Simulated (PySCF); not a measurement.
**Cost of response and excited-state runs on SMILES C1=C(F)C(=S)OC2=CC=CC=C12, C$_{9}$H$_{5}$FOS**

Molfile (atoms numbered from 1):
```
C9H5FOS
     RDKit          3D

 17 18  0  0  0  0  0  0  0  0999 V2000
    3.6027    1.1215   -0.3804 F   0  0  0  0  0  0  0  0  0  0  0  0
    2.4124    0.5507   -0.1774 C   0  0  0  0  0  0  0  0  0  0  0  0
    1.2747    1.2245   -0.4551 C   0  0  0  0  0  0  0  0  0  0  0  0
    0.0179    0.5777   -0.2241 C   0  0  0  0  0  0  0  0  0  0  0  0
   -1.2181    1.1797   -0.4767 C   0  0  0  0  0  0  0  0  0  0  0  0
   -2.3880    0.4961   -0.2289 C   0  0  0  0  0  0  0  0  0  0  0  0
   -2.3498   -0.8007    0.2755 C   0  0  0  0  0  0  0  0  0  0  0  0
   -1.1431   -1.4184    0.5329 C   0  0  0  0  0  0  0  0  0  0  0  0
    0.0430   -0.7332    0.2843 C   0  0  0  0  0  0  0  0  0  0  0  0
    1.2079   -1.3732    0.5494 O   0  0  0  0  0  0  0  0  0  0  0  0
    2.4092   -0.7924    0.3423 C   0  0  0  0  0  0  0  0  0  0  0  0
    3.7575   -1.6514    0.6954 S   0  0  0  0  0  0  0  0  0  0  0  0
    1.3063    2.2305   -0.8433 H   0  0  0  0  0  0  0  0  0  0  0  0
   -1.2381    2.1854   -0.8677 H   0  0  0  0  0  0  0  0  0  0  0  0
   -3.3386    0.9665   -0.4263 H   0  0  0  0  0  0  0  0  0  0  0  0
   -3.2707   -1.3292    0.4674 H   0  0  0  0  0  0  0  0  0  0  0  0
   -1.0921   -2.4221    0.9228 H   0  0  0  0  0  0  0  0  0  0  0  0
  1  2  1  0
  2  3  2  0
  3  4  1  0
  4  5  2  0
  5  6  1  0
  6  7  2  0
  7  8  1  0
  8  9  2  0
  9 10  1  0
 10 11  1  0
 11 12  2  0
 11  2  1  0
  9  4  1  0
  3 13  1  0
  5 14  1  0
  6 15  1  0
  7 16  1  0
  8 17  1  0
M  END
```

PySCF with density fitting, on 1 thread of an Arm Neoverse V2, shared host. Command: `OMP_NUM_THREADS=1 python excited_run.py task.json out`

(1) How long does each of these runs take, and how much memory?
- excited states, B3LYP/def2-SVP; Tamm-Dancoff; spin-orbit couplings; 6 states; 6 triplets; quadratic response for 4 states; writes grids
- excited states, HF/def2-SVP; Tamm-Dancoff; spin-orbit couplings; 20 states; 6 triplets; quadratic response for 4 states; IEF-PCM acetonitrile
- excited states, HSE06/def2-SVP; Tamm-Dancoff; spin-orbit couplings; 6 states; 6 triplets; quadratic response for 4 states
- excited states, PBE0/def2-SVP; Tamm-Dancoff; spin-orbit couplings; 4 states; 6 triplets; quadratic response for 4 states; guess atom
- excited states, wB97X-D/def2-SVP; Tamm-Dancoff; spin-orbit couplings; 10 states; 6 triplets; quadratic response for 4 states; IEF-PCM dichloromethane

Answers

(1) 
| run | level | basis functions | wall time | peak memory (GiB) |
| --- | --- | --- | --- | --- |
| excited states | B3LYP/def2-SVP | 197 | 56 s | 0.93 |
| excited states | HF/def2-SVP | 197 | 38 s | 0.88 |
| excited states | HSE06/def2-SVP | 197 | 78 s | 0.93 |
| excited states | PBE0/def2-SVP | 197 | 47 s | 0.94 |
| excited states | wB97X-D/def2-SVP | 197 | 68 s | 0.97 |

Times from a shared host are rough.
